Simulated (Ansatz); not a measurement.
One change: `C[Si](F)(F)C=O` becomes `C[Si](F)(F)Cl`.

Ansatz, PBE0-D4/def2-TZVP geometries, multiplicity 1. Each molecule was computed in one conformer, which needn't be the lowest.

```json
{"property": "size of the dipole moment (ωB97M-V/def2-TZVPP) / D", "`C[Si](F)(F)C=O`": "0.96"}
{"property": "HOMO energy (B3LYP/def2-TZVPP) / eV", "`C[Si](F)(F)C=O`": "-7.19"}
{"property": "HOMO–LUMO gap (PBE0/def2-TZVPP) / eV", "`C[Si](F)(F)C=O`": "5.41"}
{"property": "HOMO–LUMO gap (ωB97M-V/def2-TZVPP) / eV", "`C[Si](F)(F)C=O`": "10.07"}
{"property": "HOMO energy (PBE/def2-TZVPP) / eV", "`C[Si](F)(F)C=O`": "-5.83"}
{"property": "HOMO–LUMO gap (PBE/def2-TZVPP) / eV", "`C[Si](F)(F)C=O`": "2.70"}
```

Problem. What does the change do to each property? (Estimate.)

Solution. The calculation gave: 
| property | `C[Si](F)(F)Cl` | shift |
| --- | --- | --- |
| size of the dipole moment (ωB97M-V/def2-TZVPP) / D | 2.22 | 1.26 |
| HOMO energy (B3LYP/def2-TZVPP) / eV | -9.37 | -2.18 |
| HOMO–LUMO gap (PBE0/def2-TZVPP) / eV | 10.54 | 5.13 |
| HOMO–LUMO gap (ωB97M-V/def2-TZVPP) / eV | 14.31 | 4.24 |
| HOMO energy (PBE/def2-TZVPP) / eV | -8.19 | -2.36 |
| HOMO–LUMO gap (PBE/def2-TZVPP) / eV | 8.20 | 5.50 |

With PBE0 the HOMO falls by 2.25 eV and the LUMO rises by 2.88 eV, so the gap widens by about 5.13 eV. PBE moves the HOMO by -2.36 eV and ωB97M-V by -2.19 eV. Dipoles are sizes alone; their direction can turn.

B3LYP here is the variant with VWN-RPA as its local correlation; programs differ in this.
